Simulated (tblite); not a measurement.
C₃H₉N, charge -1, doublet, at the geometry of the source list (a state made from the parent by changing its charge; the spin is typed, not shown lowest); GFN1-xTB (tblite 0.6.0).

Here is a job for tblite.
```
$ tblite run mol.xyz --method gfn1 --charge -1 --spin 1 --json tblite.json --no-restart

# file mol.xyz
13

C     -0.61420000     1.11590000     0.56410000
C     -0.09010000     0.02020000    -0.36040000
C      1.35060000    -0.34120000    -0.00900000
N     -0.92020000    -1.16670000    -0.18850000
H      0.00310000     2.00670000     0.48570000
H     -0.60020000     0.76100000     1.59070000
H     -1.63700000     1.37810000     0.30330000
H     -0.11220000     0.39990000    -1.40170000
H      1.72360000    -1.11430000    -0.67700000
H      1.39180000    -0.71630000     1.00970000
H      1.99300000     0.53090000    -0.09460000
H     -0.60270000    -1.91270000    -0.79820000
H     -1.88540000    -0.96140000    -0.42410000
```

**Question.** Predict the main parts of the log of this tblite run.

**Answer.** 
```
xTB calculator
 | screened Coulomb repulsion
 | Coulomb electrostatics
 |  * isotropic Klopman-Ohno-Mataga-Nishimoto electrostatics
 |  * onsite third-order electrostatics
 | DFT-D3(BJ) dispersion correction

halogen bonding energy    0.0000000000000E+00 Eh
repulsion energy          1.8729143233384E-01 Eh
dispersion energy        -3.6991233393941E-03 Eh
number of electrons       2.7000000000000E+01 e
integral cutoff           1.9731147476801E+01 bohr

------------------------------------------------------------
  cycle        total energy    energy error   density error
------------------------------------------------------------
      1     -14.37366732907  -1.4557260E+01   5.4927442E-01
      2     -14.41612772114  -4.2460392E-02   3.2092398E-01
      3     -14.32584349440   9.0284227E-02   1.3644188E-01
      4     -14.41352760855  -8.7684114E-02   4.6960562E-02
      5     -14.42238165015  -8.8540416E-03   2.5955842E-02
      6     -14.40625979621   1.6121854E-02   4.8093761E-02
      7     -14.42591120585  -1.9651410E-02   1.1125117E-02
      8     -14.42629573349  -3.8452764E-04   3.0230047E-03
      9     -14.42631671370  -2.0980206E-05   1.2310853E-03
     10     -14.42629810166   1.8612045E-05   2.1766262E-03
     11     -14.42631846865  -2.0366998E-05   7.3068473E-04
     12     -14.42632151161  -3.0429532E-06   2.9358920E-04
     13     -14.42632210291  -5.9130653E-07   3.6632607E-05
     14     -14.42632210052   2.3957405E-09   3.9469348E-05
     15     -14.42632210766  -7.1423099E-09   1.3186944E-05
------------------------------------------------------------

electronic energy        -1.4609914416654E+01 Eh
total energy             -1.4426322107659E+01 Eh

Post processing:
 | Mayer-Wiberg bond orders

[Info] JSON dump of results written to 'tblite.json'
```
